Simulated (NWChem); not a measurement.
**Basis-set convergence for HNaO**

SMILES: [Na][OH]
```xyz
3

Na     0.4247    -0.8043     0.0000
O     -0.4425     0.9085     0.0000
H     -1.1312     1.5787     0.0000
```
Charge 0, spin multiplicity 1.

All runs are NWChem calculations. The geometry was optimised at B3LYP/def2-SVP, a minimum by its harmonic frequencies.

Quantity: first vertical ionisation energy at the level G0W0@PBE0.

GW and range-separated runs recompute their integrals, the others keep them in memory, which bears on the times. The structure started from a generated list of species.

The cost column gives rough processor time relative to def2-SVPD; each entry includes its own SCF.

```csv
basis,functions,first vertical ionisation energy (eV),relative cost
def2-SVPD,49,6.97,1
def2-TZVP,69,7.07,under 3
def2-TZVPD,84,7.29,3
def2-QZVP,133,7.42,20
```

Smallest basis within 0.1 eV of def2-QZVP, the largest set run: no smaller one. def2-QZVP isn't the basis-set limit itself, and a small set can land close by cancellation.
